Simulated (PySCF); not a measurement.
C3H7BO2, SMILES CB(C)OC=O. Geometry optimised at PBE-D3(BJ)/def2-SVP. Other conformers were not sampled.

Computed equilibrium geometry at PBE-D3(BJ)/def2-SVP (PySCF confirms it by a frequency run) as Cartesian coordinates in Å (one conformer of several):
```xyz
13

C     -1.7245     1.5437    -0.1755
B     -0.7391     0.3413     0.0547
C     -1.2145    -1.1468     0.2241
O      0.6218     0.7012     0.1329
C      1.6892    -0.1435     0.0988
O      1.7008    -1.2621    -0.3512
H     -2.4846     1.2929    -0.9454
H     -1.2256     2.4944    -0.4447
H     -2.3055     1.7106     0.7598
H     -0.6374    -1.7125     0.9831
H     -2.2971    -1.2243     0.4445
H     -1.0224    -1.6799    -0.7336
H      2.5851     0.3796     0.5243
```
